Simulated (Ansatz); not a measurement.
Relaxation of F4H2O2Ta (9 atoms, charge 0, multiplicity 2), to a largest force component of 0.03 eV/Å in at most 50 steps.

The calculation used UHF/def2-SVP in Ansatz 0.2.0.

```xyz
9
Properties=species:S:1:pos:R:3
Ta 0.321 -0.283 -0.015
F 1.491 -1.787 -0.026
F 0.811 -0.122 1.815
O 0.150 -0.362 -1.869
H 0.102 -0.388 -2.807
F 0.195 1.588 -0.027
F -1.377 -0.906 0.392
O 2.603 0.356 -0.261
H 3.076 0.277 0.615
```

Where does it end, and by what steps?

It converged. After 9 steps the energy has fallen by 0.095 eV; F2 moved furthest, 0.28 Å.

```csv
step,energy less start (eV),largest force component (eV/Å),accepted
0,0.0000,1.610,yes
1,-0.0617,0.589,yes
2,-0.0741,0.519,yes
3,-0.0819,0.234,yes
4,-0.0842,0.165,yes
5,-0.0896,0.109,yes
6,-0.0914,0.082,yes
7,-0.0939,0.222,yes
8,-0.0946,0.102,yes
9,-0.0950,0.020,yes
```

```xyz
9
Properties=species:S:1:pos:R:3
Ta 0.309 -0.339 -0.002
F 1.269 -1.964 -0.011
F 0.961 -0.151 1.776
O 0.173 -0.369 -1.859
H 0.305 -0.322 -2.789
F 0.188 1.544 0.011
F -1.406 -0.870 0.446
O 2.573 0.360 -0.305
H 3.000 0.487 0.549
```

Time of the run: 31 s on 4 threads of Arm Neoverse V1 (shared host), peak memory 0.42 GiB.
